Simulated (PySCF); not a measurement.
## Germanium: a sound run and one with changed settings

Sound run: Ge²⁺ [Ar] 3d10 4s2, Ge³⁺ [Ar] 3d10 4s1. All numbers are calculated (PySCF 2.14, the non-relativistic Hamiltonian (point nucleus), in pcseg-2 (6s5p3d1f, 43 functions)). The sound run starts from symmetry-adapted Hartree-Fock orbitals and uses a fine grid where one is needed.

Changed run: initial guess sap, at most 3 SCF cycles. This setting is unsound on purpose.

| species | method | sound run (hartree) | changed run (hartree) | converged |
| --- | --- | --- | --- | --- |
| Ge²⁺ | UHF | -2074.49794 | -2074.49794 | no |
| Ge²⁺ | LDA | -2072.93432 | -2072.93432 | no |
| Ge²⁺ | TPSS | -2076.05317 | -2076.05317 | no |
| Ge³⁺ | UHF | -2073.33328 | -2073.33327 | no |
| Ge³⁺ | LDA | -2071.67582 | -2071.67581 | no |
| Ge³⁺ | TPSS | -2074.82115 | -2074.82114 | no |

The SCF was stopped early; the energies are upper bounds that still move, and correlated levels were skipped or rest on poor orbitals.
